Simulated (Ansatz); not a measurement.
A displaced shape of singlet H₂:

```yaml
atoms:
  - { symbol: H, position_ang: [0.0106, 0.0431, -0.3573] }
  - { symbol: H, position_ang: [-0.0281, -0.0007, 0.3391] }
```

It was optimised with PBE0/def2-SVP in Ansatz (development build ahead of 0.2.0) to forces under 0.001 eV/Å, with restricted orbitals. Each step stands on the lowest determinant of that kind that the program's search found.

(1) What shape does it relax to, and how does the optimisation go?

Results:

(1)

```yaml
atoms:
  - { symbol: H, position_ang: [0.0123, 0.0450, -0.3882] }
  - { symbol: H, position_ang: [-0.0298, -0.0026, 0.3699] }
```

Bond lengths: .

```tsv
step	E − E(start) (eV)	largest force (eV/Å)
1	0.0000	2.6831
2	-0.0775	0.1807
3	-0.0780	0.0069
4	-0.0780	0.0000
```

The optimisation ended after 4 steps with its threshold met.
